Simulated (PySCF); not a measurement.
## How the method moves the HOMO and LUMO of `N#C[SiH2][SiH](O)O`

Compound: CH₅NO₂Si₂.
Numbering: `[N:1]#[C:2][SiH2:3][SiH:4]([OH:5])[OH:6]` (hydrogens: H7, H8 on Si3; H9 on Si4; H10 on O5; H11 on O6)

Cartesian coordinates in Å at the PBE0-D3(BJ)/def2-SVP level; atoms count from 1:
```
atom  x, y, z in Å
N1    -2.8908   -0.5594   -1.1882
C2    -2.2342   -0.2172   -0.2941
Si3   -1.0236    0.3126    1.0243
Si4    1.0244   -0.0484   -0.0592
O5     0.9496    0.6752   -1.5512
O6     2.1818    0.7131    0.8416
H7    -1.2993    1.7497    1.3056
H8    -1.2982   -0.5229    2.2279
H9     1.2915   -1.5143   -0.2010
H10    0.3509    0.3016   -2.2066
H11    3.0798    0.7221    0.4945
```

Basis pcSseg-2 throughout (PySCF), one geometry. One conformer (not necessarily the lowest) at the PBE0-D3(BJ)/def2-SVP geometry, without solvent, vibrations or thermal averaging.

Problem. How do the orbital energies, the gap and the dipole change with the method?

Solution. 
```
   method                    kind  HOMO (eV)  LUMO (eV)  gap (eV)  μ (D)  SCF cycles
     BLYP                     GGA      -6.97      -1.72      5.25   3.22          16
     OPBE                     GGA      -7.02      -1.74      5.29   3.18          17
      PBE                     GGA      -7.07      -1.87      5.20   3.21          17
    B97-D                     GGA      -7.08      -1.72      5.35   3.21          17
      KT2                     GGA      -7.16      -1.94      5.21   3.19          17
      LDA                     LDA      -7.17      -2.07      5.09   3.29          16
     BP86                     GGA      -7.17      -1.92      5.25   3.22          16
      KT3                     GGA      -7.18      -1.87      5.31   3.16          17
    B97-2           global hybrid      -8.10      -0.98      7.12   3.20          15
    B3LYP           global hybrid      -8.14      -1.17      6.97   3.22          15
     PBE0           global hybrid      -8.33      -0.98      7.35   3.21          14
 mPW1PW91           global hybrid      -8.36      -0.97      7.39   3.21          14
BHandHLYP           global hybrid      -9.51      -0.06      9.45   3.25          14
CAM-B3LYP  range-separated hybrid      -9.66       0.07      9.73   3.23          13
  wB97X-D  range-separated hybrid     -10.15       0.81     10.96   3.21          14
  LC-wPBE  range-separated hybrid     -10.94       1.20     12.14   3.21          14
       HF            Hartree–Fock     -11.28       2.06     13.34   3.29          11
```

The HOMO spans 4.31 eV, from BLYP down to HF, and the gap runs from 5.09 eV (LDA) to 13.34 eV (HF). Over the methods BLYP (0 %), OPBE (0 %), PBE (0 %), B97-D (0 %), KT2 (0 %), LDA (0 %), BP86 (0 %), KT3 (0 %), B97-2 (21 %), B3LYP (20 %), PBE0 (25 %), mPW1PW91 (25 %), BHandHLYP (50 %), HF (100 %), a straight line through the gap against the share of exact exchange rises by 0.82 eV for each 10 % (correlation coefficient 0.999). The dipole ranges from 3.16 D (KT3) to 3.29 D (HF). This basis has no diffuse functions.
